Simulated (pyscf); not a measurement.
Single points on ωB97X-D3(BJ)/def2-SVP structures (PySCF, gas phase). Correlated levels are frozen-core, on RHF or UHF. ΔMP2 is the change of the MP2 total energy from the triple- to the quadruple-zeta basis.

### Question
How much does it cost (ΔH, 298 K, CCSD(T)/def2-TZVPP + ΔMP2(QZVPP)) to split F–CH₂–InH₂ at its C–In bond into •H₂C–F + InH₂•?

### Answer
C–In to •H₂C–F + InH₂•: 58.8 kcal/mol. The radicals are drawn with the spin at the cut bond; how far it spreads was not checked. F–CH₂–InH₂ lies 46.5 kcal/mol over its isomer H₃C–InH–F, and others may lie lower still (electronic energy, ωB97M-D3(BJ)). The CCSD(T) − MP2 part came from Ansatz, without density fitting, on the same reference. The frozen core leaves the outer d or s,p core shells of the metals and heavy elements correlated in the MP2 and CC values, and def2-TZVPP describes them poorly, which can shift differences by a few kcal/mol. Elements past Kr carry the def2 core potentials, without spin-orbit coupling.
